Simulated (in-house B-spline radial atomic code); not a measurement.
**B97-1 excitations of Kr**

Method: B97-1. Computed with an all-electron radial atomic-structure program (B-spline basis): linear response of the closed shell [Ar] 3d10 4s2 4p6 with the functional's adiabatic kernel; scalar-relativistic (spin-free one-electron X2C), finite nucleus, no spin-orbit coupling, no double excitations, S, P, D and F terms only; shells from n = 2 respond. Only terms of natural parity with L up to 3 were computed.

Command:
```bash
python run_td.py task.json out
```
Settings (radii: box in bohr, nucleus in fm):
```
Z                        36
electrons                36
configuration            [Ar] 3d10 4s2 4p6
hamiltonian              x2c
method                   b97_1
box_radius               75
rms_radius               4.1884
intervals                77
```

Cost of the run: 4.3 s on 1 thread of Arm Neoverse N1, with other jobs on the host.

The lowest states, in the order of their Tamm-Dancoff energies; the method's threshold (minus the highest occupied level) is 10.435 eV. Labels give the largest channel, * marks a mixed state, and oscillator strengths are full-response dipole values. Semilocal kernels can invert the small singlet-triplet splittings of Rydberg terms. Energies in eV:

| state | full response | Tamm-Dancoff | oscillator strength |
| --- | --- | --- | --- |
| 4p → 5s 3P | ? | ? | - |
| 4p → 5s 1P | 9.430 | 9.435 | 0.285 |
| 4p → 5p 3S | ? | ? | - |

Problem. Where does 4p → 5p 3S lie?

Solution. At 10.066 eV in full response, 10.075 eV in Tamm-Dancoff.

Problem. Where does 4p → 5s 3P lie?

Solution. At 9.293 eV in full response, 9.301 eV in Tamm-Dancoff.

Problem. How large is the singlet-triplet splitting of 4p → 5s (P terms) in Tamm-Dancoff?

Solution. 0.133 eV, from the unrounded values.

Problem. What polarisabilities and dispersion coefficient does the method give?

Solution. Dipole 17.5 bohr³, quadrupole 104.9 bohr⁵, C6 135.9 hartree·bohr⁶ for two such species. Recommended dipole value: 16.78 ± 0.02 bohr³ (Schwerdtfeger and Nagle, table of static dipole polarizabilities (2023 update)), which includes relativity and correlation.
